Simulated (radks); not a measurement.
The numbers below are computed, except where a source is named.
These are the eigenvalues of the occupied orbitals of an atom or ion with whole-number occupations (Ry). Code: a radial shooting solver on a logarithmic mesh with Libxc functionals. Model: non-relativistic Kohn-Sham, LB94 model potential, spin-polarised, spherical densities, point nucleus.

1s down: -4236.201
1s up: -4236.185
2s up: -919.5133
2s down: -919.5059
2p up: -894.6127
2p down: -894.3043
3s up: -378.7557
3s down: -377.5989
3p up: -369.5260

Which element is it, and in what charge state? The configuration may be excited. Open shells, if any, are filled with parallel spins first.

Answer. Z = 68, erbium, charge +54: Er54+ in [Ne] 3s2 3p2. The list shows which subshells hold electrons but not how many an open one holds; the 1s level, -2118.1 hartree, gives Z - s = 65.1 by -(Z - s)^2/2, which with screening narrows Z to a few neighbours, and the depths of the outer levels then fix element, charge and occupations together.
